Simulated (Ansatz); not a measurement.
Sb(TeH)3 (H3SbTe3), SMILES [TeH][Sb]([TeH])[TeH].

Coordinates come from a PBE-D3(BJ)/def2-SVP optimisation. The structure was generated by enumeration; whether it is a known compound was not checked. The def2 effective core potentials stand for the cores of Sb, Te; spin–orbit coupling is left out.

Two levels are set side by side: PBE/def2-SVPD (Ansatz, a quantum-chemistry and plane-wave program) and PBE0/def2-SVPD (Ansatz). Energy differences of separate SCF runs at the same geometry; the states with an electron removed or added have multiplicity 2 and 2. Differences are taken from unrounded values.

| quantity | PBE |
|---|---|
| vertical ionisation energy (eV) | 7.55 |
| vertical electron affinity (eV) | 0.95 |
| vertical singlet–triplet gap (eV) | 2.38 |

Task: These are the PBE values. What does PBE0 give? (An estimate is asked for; the answer gives what the named calculation found.)

Result: 
```csv
quantity,PBE0,PBE minus PBE0
vertical ionisation energy (eV),7.85,-0.30
vertical electron affinity (eV),0.99,-0.04
vertical singlet–triplet gap (eV),2.55,-0.16
```
